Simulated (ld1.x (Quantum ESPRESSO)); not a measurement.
# u(r) = r·R(r): atom against pseudo-atom (copper (Cu))

Columns: radius, all-electron u(r) and pseudo u(r) of the 3d shell (level -5.64 eV) of copper in the configuration [Ne] 3s2 3p6 3d10 4s0.75 4p0.25; PBE, scalar-relativistic, ultrasoft scheme, ld1.x (Quantum ESPRESSO) 7.5.

```tsv
r (bohr)	all-electron	pseudo
0.095	0.0922	0.0089
0.190	0.3550	0.0657
0.285	0.6241	0.1948
0.380	0.8183	0.3849
0.475	0.9286	0.5947
0.570	0.9705	0.7727
0.665	0.9655	0.8811
0.760	0.9322	0.9111
0.855	0.8839	0.8830
0.950	0.8289	0.8291
1.045	0.7721	0.7721
1.140	0.7164	0.7164
1.235	0.6633	0.6633
1.330	0.6135	0.6135
1.425	0.5673	0.5673
1.520	0.5246	0.5246
1.615	0.4854	0.4854
1.710	0.4494	0.4494
1.805	0.4164	0.4164
1.900	0.3861	0.3861
1.995	0.3582	0.3582
2.090	0.3327	0.3327
2.185	0.3091	0.3091
2.280	0.2875	0.2875
2.375	0.2676	0.2676
2.470	0.2491	0.2491
```

(1) How many radial nodes do the two functions have?

(2) At about which radius was the pseudo-wave matched?

(3) Is the pseudo-wave norm-conserving?

## Answers

(1) The all-electron 3d function has n − l − 1 = 0; the pseudo-wave has 0.

(2) 1.00 bohr, where the columns begin to agree (steps of 0.10 bohr).

(3) No, it belongs to an ultrasoft set: the norm inside the radius is not constrained, and the difference is carried by the augmentation charge.
